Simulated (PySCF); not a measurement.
The numbers are results of PySCF with PBE-D3(BJ)/def2-TZVP // PBE0-D3(BJ)/def2-TZVP, not measurements. Gas-phase values, no solvent. One relaxed conformer stands for a flexible species; it need not be the lowest. Excitations are Tamm–Dancoff values on a coarser integration grid. The basis has no diffuse functions, so Rydberg states are missing or too high.

Reference species (SMILES): `SC=C=C` (neutral, multiplicity 1).

```
Quantity               Result
-------------------  --------
HOMO–LUMO gap         4.02 eV
LUMO                 -1.30 eV
S1 excitation (TDA)   4.16 eV
```

Changed species: `C=C=CO` (X = hydroxy; the reference has X = mercapto).

Problem. What does the change do to the HOMO–LUMO gap, LUMO and S1 excitation (TDA)?

Solution. the HOMO–LUMO gap rises by 0.06 eV, to 4.08 eV; the LUMO drops by 0.02 eV, to -1.32 eV; the S1 excitation (TDA) rises by 0.05 eV, to 4.21 eV.
